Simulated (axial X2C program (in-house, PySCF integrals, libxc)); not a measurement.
What spin–orbit coupling does to ZnSb⁺

Computed with an in-house all-electron X2C program for linear molecules (integrals from PySCF). Spin-free means the one-electron spin-free X2C Hamiltonian; two-component (2c) means X2C with spin–orbit coupling and atomic mean-field two-electron Coulomb and Gaunt terms, so the difference of the two also holds small scalar two-electron terms. Basis: Sb dyall-v3z [11s12p8d1f], Zn dyall-v3z [9s10p6d3f2g] (cores contracted in-house); Gaussian nuclei, density fitting, unrestricted open shells. Masses: Sb 120.904 u, Zn 63.929 u.

Spin-free state: M_S = 1, Λ = 0 (beyond evenly filled blocks: π+α, π-α); fragments Sb+ + Zn for PBE0, BP86, BLYP; Sb + Zn+ for HF.

```
level  Re (Å)  ωe (cm⁻¹)  De (eV)  μ (D)
 PBE0   2.600      184.5    2.245   3.41
   HF   2.798      138.1    1.090   3.97
 BP86   2.604      179.1    2.155   2.82
 BLYP   2.651      165.6    1.904   2.60
```

Dipoles are positive if Zn is the positive end and refer to the centre of mass.

Two-component determinant lowest at the distance of the search:

Ω = 1 (⟨Sz⟩ = 0.98, ⟨Lz⟩ = 0.02 at PBE0); fragments Sb+ + Zn for PBE0, BP86, BLYP; Sb + Zn+ for HF.

| level | Re (Å) | ωe (cm⁻¹) | De (eV) | μ (D) |
| --- | --- | --- | --- | --- |
| PBE0 | 2.608 | 181.5 | n/a | 3.35 |
| HF | 2.807 | 137.0 | 1.084 | 3.89 |
| BP86 | 2.612 | 175.8 | n/a | 2.76 |
| BLYP | 2.662 | 161.6 | n/a | 2.53 |

Task: From the two tables, how do the constants change at the PBE0 level (2c against spin-free)?

Result: At the PBE0 level Re increases by 0.008 Å and ωe decreases by 3.0 cm⁻¹.

The state is a single determinant with fixed occupations, the lowest that a limited PBE0 search found. Dissociation energies refer to the lowest single-determinant-based atoms at the same level and basis. De is not given where an atomic determinant may have missed its ground term or J level, or where the truncated virtual space spoils (T). Density functionals use the spin component along the axis (collinear). Other states lie close and PBE0, whose exact exchange favours high spin, may order them wrongly; the determinant shown need not be the ground state. The nearest other spin-free determinant of the search, M_S = 0, Λ = 2, lies 0.85 eV up at the distance of the search. The functionals have no current-density term, which raises determinants with orbital currents, atoms included. With several unpaired electrons one determinant need not be a pure state. Open-shell Ω = 0 determinants with evenly filled partner blocks cannot be reached by this program, so the Ω shown need not be the lowest component. This is the Ω = 1 component of a π² triplet; the 0⁺ component is not one determinant and can lie lowest. The determinant is spin-polarised beyond a pure state at some levels (its spin-free form has ⟨S²⟩ too high), which makes Re and μ there less reliable.
